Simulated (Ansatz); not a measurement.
The same molecule with X = B, Al, Ga, In. Ansatz, PBE0-D4/def2-TZVP geometries, multiplicity 1.

Elements past krypton have def2 core potentials. Scalar relativity is left out up to krypton.

| X | molecule | mean X–C bond length / Å | mean X–H bond length / Å | mean X–S bond length / Å | LUMO energy (B3LYP/def2-TZVPP) / eV | HOMO–LUMO gap (PBE0/def2-TZVPP) / eV | size of the dipole moment (ωB97M-V/def2-TZVPP) / D |
| --- | --- | --- | --- | --- | --- | --- | --- |
| B | `B1CS1` | 1.531 | 1.182 | 1.737 | -1.43 | 6.43 | 1.00 |
| Al | `[CH2]1[AlH][S]1` | 1.913 | 1.567 | 2.115 | -1.51 | 5.59 | 2.46 |
| Ga | `[CH2]1[S][GaH]1` | 1.931 | 1.530 | 2.164 | -1.70 | 5.28 | 2.64 |

Question: Give the row for X = In, `[CH2]1[S][InH]1`. (Best estimate.)

Answer: Ansatz gave: 
```csv
X,molecule,mean X–C bond length / Å,mean X–H bond length / Å,mean X–S bond length / Å,LUMO energy (B3LYP/def2-TZVPP) / eV,HOMO–LUMO gap (PBE0/def2-TZVPP) / eV,size of the dipole moment (ωB97M-V/def2-TZVPP) / D
In,`[CH2]1[S][InH]1`,2.099,1.669,2.392,-1.93,4.46,3.51
```

From B to In the mean X–C bond length rises at each step, by 0.568 Å in all; the mean X–H bond length isn't monotonic: highest at In, lowest at B; the mean X–S bond length rises at each step, by 0.655 Å in all; the LUMO energy (B3LYP/def2-TZVPP) falls at each step, by 0.50 eV in all; the HOMO–LUMO gap (PBE0/def2-TZVPP) falls at each step, by 1.97 eV in all. Bonds lengthen as the atom grows down the group. Dipoles are sizes alone, and their direction can turn along the series.

B3LYP here is the variant with VWN-RPA as its local correlation; programs differ in this.
